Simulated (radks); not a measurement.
Results of a calculation; reference values are marked as such.
Problem. The silver ion Ag+, configuration [Kr] 4d10. Level of theory: Dirac Kohn-Sham, BP86, spin-unpolarised, spherical densities, point nucleus (a radial shooting solver on a logarithmic mesh with Libxc functionals).

Spin-orbit splittings of the eigenvalues, e(l+1/2) - e(l-1/2), with zeta = 2 splitting/(2l+1) and mean radii in bohr:

| shell | occ. | splitting (eV) | zeta (eV) | <r> j=l-1/2 | <r> j=l+1/2 |
|---|---|---|---|---|---|
| 2p | 6 | 175.4 | 116.9 | 0.1141 | 0.1192 |
| 3p | 6 | ? | ? | 0.3600 | 0.3709 |
| 3d | 10 | 6.232 | 2.493 | 0.3438 | 0.3473 |
| 4p | 6 | 5.088 | 3.392 | 0.9800 | 1.012 |
| 4d | 10 | 0.5669 | 0.2268 | 1.374 | 1.396 |

Estimate the 3p splitting.

Solution. 30.95 eV (zeta = 20.63 eV).
